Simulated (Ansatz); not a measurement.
H6NOPSi, SMILES `N[SiH2]OP`. Total charge 0; spin multiplicity 1. Geometry: relaxed with PBE0-D4/def2-TZVP. It is one conformer, not always the lowest.

```xyz
10

N    -0.440    1.355   -1.156
Si   -0.871    0.517    0.261
O     0.316   -0.424    0.937
P     1.007   -1.738    0.232
H    -0.499    0.922   -2.063
H     0.191    2.138   -1.152
H    -1.183    1.494    1.326
H    -2.014   -0.357   -0.097
H     2.375   -1.347    0.321
H     1.118   -2.560    1.390
```

(1) What is the dipole moment at ωB97M-V/def2-TZVPP? (Estimate.)

(2) And with PBE, r2SCAN, B3LYP? (Best estimate.)

(3) Give the Mulliken charges with ωB97M-V, PBE, r2SCAN in def2-TZVPP. (Estimate.)

Answers

(1) The calculation gave: 1.47 D, with components (0.75, 0.52, -1.16) D in this frame, pointing from negative to positive charge.

(2) Ansatz gave: PBE 1.48 D, r2SCAN 1.46 D, B3LYP 1.45 D.

(3) Computed: 
```
atom  ωB97M-V    PBE  r2SCAN
  N1    -0.37  -0.39   -0.45
 Si2     0.44   0.43    0.56
  O3    -0.40  -0.33   -0.42
  P4     0.08   0.08    0.16
  H5     0.13   0.16    0.17
  H6     0.12   0.15    0.16
  H7    -0.04  -0.07   -0.08
  H8    -0.05  -0.08   -0.09
  H9     0.04   0.02    0.00
 H10     0.05   0.03    0.00
```

B3LYP here is the variant with VWN-RPA as its local correlation; programs differ in this.
